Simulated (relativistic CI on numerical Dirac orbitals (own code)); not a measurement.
Pb XVI: sensitivity of the levels to the model

Base calculation: Dirac-Coulomb-Breit CI, KLI orbitals optimised for each configuration, a model potential for QED, unscaled Slater integrals.

CI space (outside the closed core [Kr] 4d10): 4f14.5s2.5p5, 4f14.5s.5p6, 4f14.5s2.5p4.5d, 4f13.5s2.5p6, 4f14.5s.5p5.5d, 4f14.5s2.5p4.5f, 4f14.5s2.5p4.5g, 4f14.5s.5p5.5f, 4f14.5s2.5p4.6s, 4f13.5s2.5p5.5d, 4f14.5p6.5d, 4f14.5p5.5d2, 4f14.5p4.5d3, 4f13.5p6.5d2, 4f14.5p4.5d2.5f, 4f14.5p4.5d2.5g. Double excitations out of closed p, d and f shells are left out; levels of such configurations are missing from the list, as are those of other unlisted configurations, and high levels can miss mixing partners. Some configurations lack a partner that the ground configuration has and come out too high, among them 4f14.5s2.5p4.6s, 4f13.5s2.5p5.5d.

Variants: (1) configuration mixing switched off. Shifts of the energy above 4f14.5s2.5p5 2P°_3/2, in cm⁻¹, for the lowest level and the first level of each name with at least 55 % of one term (blank where a level changes its place among those of its configuration and J or its character, or is not in the variant):

```tsv
Level	Base	Δ(1)
4f14.5s2.5p5 2P°_3/2	0	0
4f14.5s2.5p5 2P°_1/2	219563	+1545
4f14.5s2.5p4.5d 4F_9/2	581051	-3108
4f14.5s2.5p4.5d 2D_3/2	585273	-2011
4f13.5s2.5p6 2F°_7/2	665090	-5551
4f13.5s2.5p6 2F°_5/2	704849	-5496
4f14.5s2.5p4.5d 4D_1/2	740707	
4f14.5s2.5p4.5d 2G_7/2	779846	-2373
4f14.5s2.5p4.5d 2G_9/2	811928	-2274
4f14.5s2.5p4.6s 4P_5/2	1078443	-6656
4f14.5s2.5p4.6s 2P_3/2	1088505	-6609
4f14.5s2.5p4.6s 2S_1/2	1118543	-6578
4f14.5s.5p5.5d 4P°_1/2	1130254	-4514
4f14.5s.5p5.5d 4P°_3/2	1140472	-621
```

At this charge transitions that keep the count of f electrons are usually good to a few per cent. Levels and lines within the n = 5 or 6 shells can be off by up to 10 % or somewhat more, and those that change n by about 2 %, since core polarisation is missing. Levels that differ in their count of f electrons can be misplaced by several ten thousand cm⁻¹, since the correlation energy of f electrons is missing or only estimated; rates across such gaps can be off by orders of magnitude.

Ionisation energy from one configuration of each of the two ions, the ground ones as tabulated or assumed: base 360.194 eV. The NIST ASD value (theoretical) is 374 ± 19 eV.

LS names give the leading component of a level, which can be under half, so a name can repeat, a term be missing and a line seem to break the LS rules.
